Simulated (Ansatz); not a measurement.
Basis-set extrapolation for C6H15FSi (`CC[Si](F)(CC)CC`) (PBE0-D4/def2-TZVP geometry, frozen core, the Gaussian-basis code of Ansatz). Multiplicity 1, RHF reference.

```csv
,def2-TZVPP,def2-QZVPP
HF,-624.559961,-624.584924
MP2 correlation,-1.433971,-1.533779
CCSD(T) correlation,-1.571306,not run
```

Energies in hartree. Use E(X) = E(∞) + A·exp(−7.88·√X) for Hartree–Fock and E(X) = E(∞) + B·X^(−2.97) for correlation, with X = 3 and 4, and add CCSD(T) minus MP2 of the smaller set to the MP2 limit.

Problem. What is the CCSD(T) energy at the basis-set limit?

Solution. HF limit: -624.584924 + (-0.024963) × 0.13774 = -624.58836. MP2 limit: -1.533779 + (-0.099808) × 0.74074 = -1.60771. Higher-order term: -1.571306 − (-1.433971) = -0.13733. Total: -626.33340 hartree, 530.7 kJ/mol below CCSD(T)/def2-TZVPP.
